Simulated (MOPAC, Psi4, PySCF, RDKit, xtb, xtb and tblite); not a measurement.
Two geometries of SMILES N[SiH2]O[SiH3], relaxed at GFN2-xTB with one dihedral held; other torsions can differ between them too.

Structure A

```
11

N      2.0015     0.1090     0.0585
Si     0.6151     1.0328    -0.3665
O      1.0492     2.0867    -1.5180
Si     1.9771     3.0960    -2.3684
H      1.9955    -0.4358     0.9035
H      2.5312    -0.3578    -0.6597
H      0.2411     1.7732     0.8338
H     -0.4937     0.3059    -0.9900
H      2.9272     3.7583    -1.4759
H      2.6769     2.2961    -3.3756
H      1.0397     4.0411    -2.9716
```

Structure B

```
11

N      2.0037     0.1285     0.0546
Si     0.6016     1.0327    -0.3681
O      0.9086     1.7678    -1.7792
Si     1.7674     2.4926    -2.9367
H      2.0052    -0.4025     0.9092
H      2.4874    -0.3794    -0.6691
H      0.4321     2.0441     0.6700
H     -0.6172     0.2715    -0.6563
H      2.8737     3.2360    -2.3358
H      2.2689     1.4403    -3.8234
H      0.8140     3.3712    -3.6103
```

Question: Which is lower in energy at the level Psi4 1.11 with DF-MP2 (frozen core)/cc-pVTZ // GFN2-xTB, and by how much?

Answer: A is lower, by 2.92 kJ/mol (dihedral H5–N1–Si2–O3: 165° in A, 180° in B).

E(B) − E(A) in kJ/mol at the other levels, on the same two geometries: GFN2-xTB (xtb and tblite) -0.52; MMFF94 // GFN2-xTB (RDKit) -2.42; PBE/def2-TZVP // GFN2-xTB (Psi4) 3.22; PBE-D3(BJ)/def2-TZVP // GFN2-xTB (Psi4) 3.09; HF/cc-pVTZ // GFN2-xTB (Psi4) 2.83; UFF // GFN2-xTB (RDKit) -7.56; AM1, restricted, heats of formation // GFN2-xTB (MOPAC) 4.82; PM3, restricted, heats of formation // GFN2-xTB (MOPAC) 0.49; GFN1-xTB // GFN2-xTB (xtb) 1.41; restricted B3LYP/6-31G*, spherical d // GFN2-xTB (PySCF) 3.52.
